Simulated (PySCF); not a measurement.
Members of one series of related molecules.

All values: wB97X-D/def2-SVPD (PySCF) at PBE0-D3(BJ)/def2-SVP geometries, gas phase, one conformer each. Core orbitals are frozen in the response; Δα² is half the sum of the squared differences of the principal polarisabilities.

Task: Rank by polarisability anisotropy Δα, highest first.
A. `[CH3:1][CH2:2][N:3]1[CH2:4][CH2:5][CH:6]=[N:7]1` with C1–C2–N3–C4 -68°, C2–N3–C4–C5 163°, N3–C4–C5–C6 -22°, C4–C5–C6–N7 15°, C2–N3–N7–C6 -156°
B. `[CH3:1][CH2:2][CH2:3][N:4]1[CH2:5][CH2:6][CH:7]=[N:8]1` with C1–C2–C3–N4 177°, C2–C3–N4–C5 70°, C3–N4–C5–C6 160°, N4–C5–C6–C7 -23°, C5–C6–C7–N8 15°, C3–N4–N8–C7 -153°
C. `[CH3:1][SiH:2]([CH3:3])[N:4]1[CH2:5][CH2:6][CH:7]=[N:8]1` with C1–Si2–N4–C5 38°, Si2–N4–C5–C6 173°, N4–C5–C6–C7 -16°, C5–C6–C7–N8 12°, Si2–N4–N8–C7 -169°
D. `[CH2:1]=[CH:2][C@H:3]1[CH:4]=[N:5][N:6]([CH2:7][CH3:8])[CH2:9]1` with C1–C2–C3–C4 120°, N5–N6–C7–C8 -68°, C2–C3–C4–N5 101°, C4–N5–N6–C7 157°, N5–N6–C9–C3 -26°, C2–C3–C9–N6 -92°

Result: D (7.57 Å³), B (5.70 Å³), C (5.38 Å³), A (4.03 Å³).

Task: Rank by mean static polarisability, highest first.
A. `CCCN1CCC=N1`
B. `CCN1CCC=N1`
C. `C=C[C@H]1C=NN(CC)C1`

Result: C (14.87 Å³), A (13.07 Å³), B (11.06 Å³).

All values together:

| SMILES | formula | μ (D) | HOMO (eV) | LUMO (eV) | α (Å³) | Δα (Å³) | electrons | α per electron (Å³) | ΔSCF removal energy (eV) |
| --- | --- | --- | --- | --- | --- | --- | --- | --- | --- |
| CCN1CCC=N1 | C5H10N2 | 2.11 | -7.59 | 2.09 | 11.06 | 4.03 | 54 | 0.205 | 7.72 |
| C=C[C@H]1C=NN(CC)C1 | C7H12N2 | 1.92 | -7.71 | 1.46 | 14.87 | 7.57 | 68 | 0.219 | 7.71 |
| C[SiH](C)N1CCC=N1 | C5H12N2Si | 2.12 | -7.67 | 2.04 | 14.85 | 5.38 | 70 | 0.212 | 7.71 |
| CCCN1CCC=N1 | C6H12N2 | 2.15 | -7.70 | 2.05 | 13.07 | 5.70 | 62 | 0.211 | 7.80 |

Conformers: `[CH3:1][CH2:2][N:3]1[CH2:4][CH2:5][CH:6]=[N:7]1` with C1–C2–N3–C4 -68°, C2–N3–C4–C5 163°, N3–C4–C5–C6 -22°, C4–C5–C6–N7 15°, C2–N3–N7–C6 -156°; `[CH2:1]=[CH:2][C@H:3]1[CH:4]=[N:5][N:6]([CH2:7][CH3:8])[CH2:9]1` with C1–C2–C3–C4 120°, N5–N6–C7–C8 -68°, C2–C3–C4–N5 101°, C4–N5–N6–C7 157°, N5–N6–C9–C3 -26°, C2–C3–C9–N6 -92°; `[CH3:1][SiH:2]([CH3:3])[N:4]1[CH2:5][CH2:6][CH:7]=[N:8]1` with C1–Si2–N4–C5 38°, Si2–N4–C5–C6 173°, N4–C5–C6–C7 -16°, C5–C6–C7–N8 12°, Si2–N4–N8–C7 -169°; `[CH3:1][CH2:2][CH2:3][N:4]1[CH2:5][CH2:6][CH:7]=[N:8]1` with C1–C2–C3–N4 177°, C2–C3–N4–C5 70°, C3–N4–C5–C6 160°, N4–C5–C6–C7 -23°, C5–C6–C7–N8 15°, C3–N4–N8–C7 -153°.
